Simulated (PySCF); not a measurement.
(E)-1-bromo-1-chloro-2-fluoroethene (C2HBrClF), SMILES C(=C(\Br)Cl)/F. Heavy atoms are numbered as in [F:1]/[CH:2]=[C:3](\[Cl:4])[Br:5]. Hydrogens are named by the atom that carries them.

Coordinates come from a TPSSh-D3(BJ)/def2-SVP optimisation.

Level of theory: HF/pcSseg-1 (PySCF).

GIAO shieldings, no solvent; atoms alike by connectivity are averaged. δ = σ(ref) − σ: ¹⁹F against CFCl3 (σ = 238.5 ppm); ¹³C against TMS (σ = 192.6 ppm); ³⁵Cl against HCl (σ = 958.2 ppm); ¹H against TMS (σ = 31.99 ppm), references at their B3LYP-D3(BJ)/def2-TZVP geometries, non-relativistic (without spin–orbit terms, shifts of atoms bonded to Cl or Br come out too high).

| nucleus | atoms | count | δ (ppm) |
|---|---|---|---|
| ¹⁹F | F1 | 1 | -91.3 |
| ¹³C | C2 (CH) | 1 | 160.3 |
| ¹³C | C3 | 1 | 129.2 |
| ³⁵Cl | Cl4 | 1 | 208.8 |
| ¹H | H on C2 | 1 | 7.47 |
